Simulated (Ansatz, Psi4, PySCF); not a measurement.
C4H5O3, doublet, geometry from GFN2-xTB. Base run: PySCF with CCSD(T)/STO-3G.

Input for PySCF:
```python
from pyscf import gto, scf, cc

mol = gto.M(
    atom='''
C    -2.201253   -0.341822    0.449035
C    -1.068578    0.217421   -0.424581
C    -0.305208    1.331240    0.202454
O     0.964106    0.909820    0.426026
C     1.112406   -0.337676   -0.091857
O     2.125883   -0.955143   -0.072528
O    -0.047092   -0.756489   -0.621578
H    -2.970623    0.414634    0.568856
H    -2.625984   -1.218877   -0.030351
H    -1.817473   -0.624827    1.425978
H    -1.479748    0.478698   -1.412489
H    -0.673539    2.149886    0.782335
''',
    basis='sto-3g',
    charge=0,
    spin=1,
    verbose=4,
)

mf = scf.UHF(mol)
mf.kernel()

mycc = cc.CCSD(mf)
mycc.kernel()
et = mycc.ccsd_t()
print('E(CCSD(T)) = %.10f' % (mycc.e_tot + et))
```

The same geometry, method and basis name were run in Ansatz (a program for electronic structure) and Psi4 and PySCF, at each program's defaults and at the settings that a row names. The base is PySCF at its defaults. Differences at the defaults can come from grids, fitting, cores and function types together.

| code and settings | ΔE vs base (µEh) | basis functions | E (Eh) | SCF cycles |
|---|---|---|---|---|
| PySCF, defaults (exact integrals, spherical functions, all electrons correlated) | 0.0 | 40 | -374.44500 | 18 |
| Psi4, defaults (exact integrals, spherical functions, all electrons correlated) | 0.1 | 40 | -374.44500 | 20 |
| Ansatz, defaults (factorised integrals, spherical functions, frozen core) | 1899 | 40 | -374.44310 | - |
| PySCF, frozen core | 1862 | 40 | -374.44314 | 18 |
| Psi4, exact integrals, spherical functions, frozen core | 1862 | 40 | -374.44314 | 20 |
| Ansatz, high accuracy, frozen core | 1862 | 40 | -374.44314 | - |

Open shells are given as the SCF converged; they aren't shown to be the lowest states, and a large step between rows can be another state.
